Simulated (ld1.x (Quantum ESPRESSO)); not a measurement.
# Building the ultrasoft potential for Cl (BLYP, scalar-relativistic).

Input for ld1.x (Quantum ESPRESSO) 7.5:

```
&input
   title='Cl', zed=17., rel=1, dft='BLYP', iswitch=3,
   config='[Ne] 3s2 3p5 3d-2',
   nld=3, rlderiv=0.80, eminld=-21.0, emaxld=5.0, deld=0.1
 /
 &inputp
   pseudotype=3, tm=.true., lloc=2,
   nlcc=.false.,
   which_augfun='PSQ', rmatch_augfun=0.50,
   file_pseudopw='Cl.UPF', file_wfcaegen='ae.wfc', file_wfcncgen='nc.wfc', file_beta='beta', file_chi='chi', file_wfcusgen='us.wfc'
 /
5
2S  1  0   2.00   0.00  0.65  0.70  0.0
3S  2  0   2.00   0.00  0.65  0.70  0.0
2P  2  1   6.00   0.00  0.60  0.70  0.0
3P  3  1   5.00   0.00  0.60  0.70  0.0
3D  3  2  -2.00  -0.10  0.65  0.65  0.0
 &test
   configts(1)='2s2 2p6 3s2 3p5'
 /
```

Command:

```bash
ld1.x < Cl.in > Cl.out
```

The program printed (shortened: banner, matrices, multipoles, cross overlaps and the repeated all-electron block are left out):

```
Program LD1 v.7.5
     --------------------------- All-electron run ----------------------------

     Cl
     scalar relativistic calculation

     atomic number is 17.00
     dft =BLYP   lsd =0 sic =0 latt =0  beta=0.20 tr2=1.0E-14
     Exchange-correlation= BLYP
                           (   1   3   1   3   0   0   0)
     mesh =1157 r(mesh) = 101.16842 a.u. xmin = -7.00 dx = 0.01250
     1 Ry =  13.60569312 eV, c = 137.03599908

     n l     nl                  e(Ry)          e(Ha)          e(eV)
     1 0     1S 1( 2.00)      -202.3323      -101.1661     -2752.8707
     2 0     2S 1( 2.00)       -18.5652        -9.2826      -252.5924
     2 1     2P 1( 6.00)       -14.0922        -7.0461      -191.7341
     3 0     3S 1( 2.00)        -1.5099        -0.7550       -20.5433
     3 1     3P 1( 5.00)        -0.6218        -0.3109        -8.4595

     final scf error:  2.8E-15 reached in  40 iterations

     Etot =    -923.260717 Ry,    -461.630359 Ha,  -12561.601991 eV

     Ekin =     927.485241 Ry,     463.742621 Ha,   12619.079565 eV
     Encl =   -2201.282828 Ry,   -1100.641414 Ha,  -29949.978640 eV
     Eh   =     407.076696 Ry,     203.538348 Ha,    5538.560600 eV
     Exc  =     -56.539826 Ry,     -28.269913 Ha,    -769.263517 eV

     normalization and overlap integrals

     s(1S/1S) =  1.000000  <r> =   0.0910  <r2> =    0.0111  r(max) =   0.0596
     s(2S/2S) =  1.000000  <r> =   0.4446  <r2> =    0.2349  r(max) =   0.3603
     s(2P/2P) =  1.000000  <r> =   0.4070  <r2> =    0.2066  r(max) =   0.3025
     s(3S/3S) =  1.000000  <r> =   1.5332  <r2> =    2.7413  r(max) =   1.2735
     s(3P/3P) =  1.000000  <r> =   1.8494  <r2> =    4.1424  r(max) =   1.4252

     ------------------------ End of All-electron run ------------------------

     --------------------- Generating US pseudopotential ---------------------

      Generating local pot.: lloc=2, matching radius rcloc =   0.6500
      Wfc-us  2S rcutus= 0.699  Estimated cut-off energy=   106.68 Ry
      Wfc-us  3S rcutus= 0.699  Estimated cut-off energy=   218.90 Ry
      Wfc-us  2P rcutus= 0.699  Estimated cut-off energy=   169.08 Ry
      Wfc-us  3P rcutus= 0.699  Estimated cut-off energy=   325.05 Ry

     Q pseudized with Bessel functions
     Expected ecutrho=    1105.9645 due to l1=  1   l2=  1

     ------------------- End of pseudopotential generation -------------------

     Computing logarithmic derivative in   0.79697
     Computing logarithmic derivative in   0.79697
     Computing the partial wave expansion
     R is outside the sphere for l=    0 j= 0.00
     R is outside the sphere for l=    0 j= 0.00
     R is outside the sphere for l=    1 j= 0.00
     R is outside the sphere for l=    1 j= 0.00
       no projector for channel:   2

     ---------------------- Testing the pseudopotential ----------------------

     Cl
     scalar relativistic calculation

     atomic number is 17.00   valence charge is 15.00
     dft =BLYP   lsd =0 sic =0 latt =0  beta=0.20 tr2=1.0E-14
     mesh =1157 r(mesh) = 101.16842 xmin = -7.00 dx = 0.01250

     n l     nl             e AE (Ry)        e PS (Ry)    De AE-PS (Ry)
     1 0     2S   1( 2.00)      -18.56520      -18.56404       -0.00116
     2 1     2P   1( 6.00)      -14.09220      -14.09092       -0.00128
     2 0     3S   1( 2.00)       -1.50990       -1.50974       -0.00016
     3 1     3P   1( 5.00)       -0.62176       -0.62161       -0.00015

     eps = 5.5E-15  iter = 90

     Etot =    -923.260717 Ry,    -461.630359 Ha,  -12561.601991 eV
     Etotps =  -363.790127 Ry,    -181.895064 Ha,   -4949.616835 eV

     Ekin =     160.371557 Ry,      80.185779 Ha,    2181.966191 eV
     Encl =    -810.003776 Ry,    -405.001888 Ha,  -11020.662811 eV
     Ehrt =     245.796949 Ry,     122.898475 Ha,    3344.237865 eV
     Ecxc =     -33.109055 Ry,     -16.554527 Ha,    -450.471636 eV
     Epseu=      73.154197 Ry,      36.577099 Ha,     995.313556 eV

     ---------------------- End of pseudopotential test ----------------------
```

Generation and configuration tests took about 4.7 s on one core of a shared server CPU.
